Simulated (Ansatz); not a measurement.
Reaction (hydrogenolysis of a C–F bond): `C=C(F)S[SiH3]` + H₂ → `C=CS[SiH3]` + H–F

Gas-phase electronic energies from Ansatz, PBE0-D4/def2-TZVP geometries. CBS: MP2 limit from def2 TZ/QZ plus the TZ coupled-cluster correction, frozen cores. This one scheme is used for every species. DFT in def2-TZVPP. B3LYP here is the variant with VWN-RPA as its local correlation; programs differ in this. Each species was taken in one conformer, which may not be the lowest.

| species | B3LYP energy (Eh) |
| --- | --- |
| `C=C(F)S[SiH3]` | -866.87255 |
| H₂ | -1.18000 |
| `C=CS[SiH3]` | -767.59237 |
| H–F | -100.49272 |

**Question.** Work out ΔE.

**Answer.** ΔE = (-767.59237) + (-100.49272) − (-866.87255) − (-1.18000) = -0.03254 Eh = -0.89 eV. CCSD(T)/CBS gives -1.03 eV.

Largest T1 diagnostic among the species: 0.013.

From PBE to PBE0 (25 % exact exchange), in def2-TZVPP and without D4, ΔE moves by −0.10 eV.
